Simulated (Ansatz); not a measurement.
Basis-set series for H3O2Sn, SMILES `[OH][SnH][OH]` radical. The species carries charge 0 and has multiplicity 2. Sn: def2 effective core potential. Geometry: relaxed with PBE0-D4/def2-TZVP. It is one conformer, not always the lowest.

| functional | basis | functions | energy (Eh) | HOMO (eV) | LUMO (eV) |
| --- | --- | --- | --- | --- | --- |
| PBE0-D4 | def2-SVP | 69 | -366.25575 | -6.21 | -3.26 |
| PBE0-D4 | def2-QZVPP | 286 | -366.48239 | -6.46 | -3.46 |
| ωB97M-V | def2-SVP | 69 | -366.30654 | -8.23 | -1.43 |
| ωB97M-V | def2-QZVPP | 286 | -366.53863 | -8.52 | -1.75 |

Task: Give the rows for def2-TZVPP. (Estimate.)

Result: Computed: 
```
functional       basis  functions  energy (Eh)  HOMO (eV)  LUMO (eV)
   PBE0-D4  def2-TZVPP        154   -366.47021      -6.41      -3.41
   ωB97M-V  def2-TZVPP        154   -366.52670      -8.47      -1.67
```

HOMO and LUMO are taken over both spins.
